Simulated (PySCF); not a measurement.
PySCF input file for Si(H)(F)(Br)(NH2) (BrFH3NSi), SMILES Br[SiH](N)F, PBE/pcSseg-1. Geometry optimised at PBE0-D3(BJ)/def2-SVP. The structure was generated by enumeration, and PubChem lists no compound with its InChIKey, so it may never have been made. The values are those of a single conformer.

```python
import numpy as np
from pyscf import gto, scf, dft
from pyscf.prop.nmr import rks as nmr

mol = gto.M(
    atom='''
    Si    0.31906896   -0.90641452    0.32564014
    N     2.00388292   -0.73938034    0.21421749
    F    -0.32887334   -1.88155620   -0.79790038
    Br   -0.58678659    1.08171333   -0.01722388
    H    -0.06834045   -1.46621455    1.63734500
    H     2.63191142   -1.45268288    0.56596820
    H     2.43967399   -0.14159764   -0.47785847
    ''',
    basis='pcSseg-1',
    charge=0,
    spin=0,
    max_memory=1600,
    verbose=3,
)
mf = dft.RKS(mol, xc='pbe')
mf.grids.level = 3
mf.conv_tol = 1e-10
mf.max_cycle = 100
mf.kernel()
n = nmr.NMR(mf)
n.verbose = 2
n.max_cycle_cphf = 60
sigma = n.kernel()
print('atom   isotropic/ppm   span/ppm')
for i, s in enumerate(sigma):
    w = np.linalg.eigvalsh((s + s.T) / 2)
    print(f'{mol.atom_symbol(i):2s}{i + 1:3d} {w.mean():14.3f} {w[2] - w[0]:11.3f}')
```

Program output:

```
converged SCF energy = -3019.20458132353
atom   isotropic/ppm   span/ppm
Si  1        346.130      51.344
N   2        213.165      72.329
F   3        254.738     123.235
Br  4       2505.259     726.286
H   5         25.735      10.365
H   6         29.624      17.747
H   7         29.643      15.476
```

The run converged.

Cost: roughly 11 core-seconds.
